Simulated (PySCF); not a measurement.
# Ionisation energy of In(40+) by level of theory

In(40+) [He] 2s2 2p5 [2p1/2^2 2p3/2^3, M_J = 3/2] → In(41+) [He] 2s2 2p4 [2p1/2^2 2p3/2^2, M_J = 2], as a difference of total energies. Computed with PySCF 2.14 in an even-tempered Gaussian basis (17 s from 19 bohr⁻², ratio 2.4; 12 p from 25 bohr⁻², ratio 2.4; 5 d from 92 bohr⁻², ratio 2.6; 4 f from 140 bohr⁻², ratio 2.6), with the two-component X2C-1e Hamiltonian. Correlated levels: nothing frozen; the 32 highest virtual spinors dropped. "Screened" scales the spin-orbit matrix elements by Boettger's factors to mimic the two-electron term; Breit and QED terms are absent.

```json
{"method": "GHF (spin-free)", "ionisation energy (eV)": "6392.4"}
{"method": "GMP2 (spin-free)", "ionisation energy (eV)": "6394.0"}
{"method": "GHF (screened spin-orbit)", "ionisation energy (eV)": "6328.7"}
{"method": "GMP2 (screened spin-orbit)", "ionisation energy (eV)": "6330.2"}
```

For this ion Breit and QED terms and the two-electron picture change, all absent here, outweigh the correlation shift from GHF to GMP2.

The spin-free rows relax to the high-spin LS determinant and lack the spin-orbit shift.

The labels give the starting determinants; with spin-orbit coupling the two ends relaxed to ⟨J²⟩ = 3.75, ⟨L²⟩ = 2.00, ⟨S²⟩ = 0.75 and ⟨J²⟩ = 6.00, ⟨L²⟩ = 3.14, ⟨S²⟩ = 1.43.

For comparison: 6331 ± 10 eV (semi-empirical (NIST evaluation); NIST Atomic Spectra Database, ionization energies).
